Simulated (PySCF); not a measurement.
UHF on Er²⁺ (erbium, charge +2)

Configuration: [Xe] 4f12, one real determinant. Calculation: PySCF 2.14, in cc-pVDZ-X2C; the spin-free X2C one-electron Hamiltonian (Gaussian nucleus).

| Property | Result |
| --- | --- |
| Total energy | -13080.530692 hartree |
| One-electron energy | -17914.5336 hartree |
| Hartree (Coulomb) energy | 5111.3344 hartree |
| Exchange energy | -277.3315 hartree |
| ⟨S²⟩ | 2.0025 |
| ⟨L²⟩ | 24.020 |
| Sum of ⟨r⟩ | 35.63 bohr |
| Sum of ⟨r²⟩ | 36.50 bohr² |
| Traceless quadrupole moment −½Σ⟨3z² − r²⟩ along its main axis | 0.221 e·bohr² |
| Langevin diamagnetic susceptibility | -28.9 ×10⁻⁶ cm³/mol |

```json
{"shell": "1s α", "electrons": "1", "mean orbital energy (eV)": "-57783.2", "spread (eV)": "0", "rms radius, mean of both spins (bohr)": "0.0231"}
{"shell": "1s β", "electrons": "1", "mean orbital energy (eV)": "-57783.2", "spread (eV)": "0", "rms radius, mean of both spins (bohr)": "0.0231"}
{"shell": "2s α", "electrons": "1", "mean orbital energy (eV)": "-9846.7", "spread (eV)": "0", "rms radius, mean of both spins (bohr)": "0.0935"}
{"shell": "2s β", "electrons": "1", "mean orbital energy (eV)": "-9846.6", "spread (eV)": "0", "rms radius, mean of both spins (bohr)": "0.0935"}
{"shell": "2p α", "electrons": "3", "mean orbital energy (eV)": "-8723.9", "spread (eV)": "0.272", "rms radius, mean of both spins (bohr)": "0.0844"}
{"shell": "2p β", "electrons": "3", "mean orbital energy (eV)": "-8723.8", "spread (eV)": "0.246", "rms radius, mean of both spins (bohr)": "0.0844"}
{"shell": "3s α", "electrons": "1", "mean orbital energy (eV)": "-2272.2", "spread (eV)": "0", "rms radius, mean of both spins (bohr)": "0.240"}
{"shell": "3s β", "electrons": "1", "mean orbital energy (eV)": "-2270.6", "spread (eV)": "0", "rms radius, mean of both spins (bohr)": "0.240"}
{"shell": "3p α", "electrons": "3", "mean orbital energy (eV)": "-1922.6", "spread (eV)": "1.584", "rms radius, mean of both spins (bohr)": "0.241"}
{"shell": "3p β", "electrons": "3", "mean orbital energy (eV)": "-1920.8", "spread (eV)": "0.797", "rms radius, mean of both spins (bohr)": "0.241"}
{"shell": "3d α", "electrons": "5", "mean orbital energy (eV)": "-1474.7", "spread (eV)": "1.536", "rms radius, mean of both spins (bohr)": "0.221"}
{"shell": "3d β", "electrons": "5", "mean orbital energy (eV)": "-1472.8", "spread (eV)": "0.779", "rms radius, mean of both spins (bohr)": "0.221"}
{"shell": "4s α", "electrons": "1", "mean orbital energy (eV)": "-487.25", "spread (eV)": "0", "rms radius, mean of both spins (bohr)": "0.541"}
{"shell": "4s β", "electrons": "1", "mean orbital energy (eV)": "-483.39", "spread (eV)": "0", "rms radius, mean of both spins (bohr)": "0.541"}
{"shell": "4p α", "electrons": "3", "mean orbital energy (eV)": "-369.61", "spread (eV)": "2.586", "rms radius, mean of both spins (bohr)": "0.575"}
{"shell": "4p β", "electrons": "3", "mean orbital energy (eV)": "-365.36", "spread (eV)": "0.644", "rms radius, mean of both spins (bohr)": "0.575"}
{"shell": "4d α", "electrons": "5", "mean orbital energy (eV)": "-207.42", "spread (eV)": "2.893", "rms radius, mean of both spins (bohr)": "0.632"}
{"shell": "4d β", "electrons": "5", "mean orbital energy (eV)": "-201.94", "spread (eV)": "2.606", "rms radius, mean of both spins (bohr)": "0.632"}
{"shell": "5s α", "electrons": "1", "mean orbital energy (eV)": "-77.375", "spread (eV)": "0", "rms radius, mean of both spins (bohr)": "1.36"}
{"shell": "5s β", "electrons": "1", "mean orbital energy (eV)": "-76.088", "spread (eV)": "0", "rms radius, mean of both spins (bohr)": "1.36"}
{"shell": "5p α", "electrons": "3", "mean orbital energy (eV)": "-47.144", "spread (eV)": "1.073", "rms radius, mean of both spins (bohr)": "1.60"}
{"shell": "5p β", "electrons": "3", "mean orbital energy (eV)": "-46.204", "spread (eV)": "0.526", "rms radius, mean of both spins (bohr)": "1.60"}
{"shell": "4f α", "electrons": "7", "mean orbital energy (eV)": "-28.525", "spread (eV)": "2.904", "rms radius, mean of both spins (bohr)": "0.904"}
{"shell": "4f β", "electrons": "5", "mean orbital energy (eV)": "-26.032", "spread (eV)": "2.527", "rms radius, mean of both spins (bohr)": "0.904"}
```

⟨L²⟩ = 24.02 against 30 for a pure H term, so this real determinant mixes terms. Spin-orbit coupling, absent here, splits the open shell strongly.

Densities and radii are taken from the X2C orbitals without a picture-change correction, which distorts them close to the nucleus.

Spin-orbit constants ζ (cm⁻¹) from the X2C one-electron operator on these orbitals: bare nucleus, nucleus screened by l(l+1)(2l+1)/3 electrons, and screened by the Breit-Pauli mean field of the electrons.

```json
{"shell": "2p", "bare": "4707000", "screened nucleus": "4568000", "mean field": "n/a"}
{"shell": "3p", "bare": "998500", "screened nucleus": "969200", "mean field": "n/a"}
{"shell": "3d", "bare": "156400", "screened nucleus": "133400", "mean field": "n/a"}
{"shell": "4p", "bare": "219800", "screened nucleus": "213400", "mean field": "n/a"}
{"shell": "4d", "bare": "29080", "screened nucleus": "24800", "mean field": "n/a"}
{"shell": "4f", "bare": "4303", "screened nucleus": "2531", "mean field": "n/a"}
{"shell": "5p", "bare": "26120", "screened nucleus": "25350", "mean field": "n/a"}
```

To first order the Landé constant is A = -1265 cm⁻¹, so the lowest level has J = 6 and lies 0.784 eV below the centre of the term. This holds in LS coupling only.
